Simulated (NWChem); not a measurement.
# Correlation energy of B$_{2}$

```
B
B 1 1.6255
```
Charge 0, spin multiplicity 3.

The numbers come from NWChem runs, not from measurements. The geometry was optimised at UPBE0/def2-SVP, a minimum by its harmonic frequencies.

Basis set: cc-pVQZ. Each correlation energy counts from its own Hartree-Fock reference.

The correlated methods keep 2 core orbitals frozen. This spin state was chosen for the runs; another may lie lower. The structure started from a generated list of species. The unpaired electrons of the parent sit in orbitals of symmetry b2u and b3u (D2h labels of the run); other states weren't searched. No SCF solution was tested for a lower state. Open-shell Hartree-Fock references start from PBE0 orbitals. No row is a measurement; the coupled-cluster row has its own basis-set and correlation limits.

```
method           correlation energy (mHa)            remark
---------------  ------------------------  ----------------
URI-MP2                            -167.7                 -
CCSD on ROHF                            …  large amplitudes
CCSD[T] on ROHF                         …  large amplitudes
SCS-UMP2                                …                 -
CCSD(T) on ROHF                    -213.8  large amplitudes
UMP2                               -167.7                 -
```

Question: Some entries are withheld; supply them.

Answer: 
- CCSD on ROHF, correlation energy (mHa): -194.3
- CCSD[T] on ROHF, correlation energy (mHa): -215.5
- SCS-UMP2, correlation energy (mHa): -167.0
